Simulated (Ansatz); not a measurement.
System: sum formula SiN₂H₅, charge 0, multiplicity 2. It need not be the lowest isomer of its formula. SMILES: [NH][SiH2]N
Geometry from a B3LYP-D3(BJ)/def2-TZVP (Ansatz, a program for electronic structure) optimisation:
```xyz
8

N      1.3167    -0.8871    -0.0377
Si     0.1441     0.4163    -0.0034
N     -1.4914    -0.0802     0.0412
H      2.2860    -0.5573    -0.0641
H      0.4035     1.2169     1.2205
H      0.3354     1.2205    -1.2374
H     -1.9326    -0.4678    -0.7781
H     -1.8866    -0.4701     0.8825
```
Charge 0, spin multiplicity 2.

Atomisation energy built up term by term with Ansatz (kcal/mol; UHF references for open shells; valence terms freeze the core; atomic spin-orbit terms are left out). Basis-set limits of correlation are two-point, X^-3; Hartree-Fock from the larger set.

```csv
term,basis,kcal/mol
Hartree-Fock,aug-cc-pV(Q+d)Z,413.11
CCSD correlation,"CBS(aug-cc-pV(T+d)Z,aug-cc-pV(Q+d)Z)",176.97
(T),"CBS(aug-cc-pV(T+d)Z,aug-cc-pV(Q+d)Z)",8.83
core correlation,cc-pwCVTZ,1.06
scalar relativity (X2C),cc-pVTZ-DK against cc-pVTZ,-1.20
sum: De,,598.8
```

(T) makes 1.5 % of the CCSD(T) atomisation energy; under 5 % is typical of single-reference molecules.
